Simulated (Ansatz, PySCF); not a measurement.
CH2F, SMILES [CH2]F (connectivity only; charge and spin as stated), charge +1, multiplicity 1.

Coordinates come from a PBE0-D3(BJ)/def2-TZVPD optimisation. The spin state was assumed, not searched. The isomer is the one that the SMILES or the coordinates give; other isomers of the formula were not compared.

Two levels are set side by side: PBE/def2-TZVPD (Ansatz, a program for electronic structure) and EOM-CCSD/aug-cc-pVDZ (PySCF). PBE by ΔSCF, the other level by its IP root; same geometry, the bases differ. Differences are taken from unrounded values.

| quantity | EOM-CCSD |
|---|---|
| vertical ionisation energy (eV) | 23.41 |

### Question
What does PBE give, and how far is it from EOM-CCSD? (Estimate from the structure and the level; the computed values follow.)

### Answer

```tsv
quantity	PBE	PBE minus EOM-CCSD
vertical ionisation energy (eV)	23.14	-0.28
```

On these quantities the two levels nearly agree.
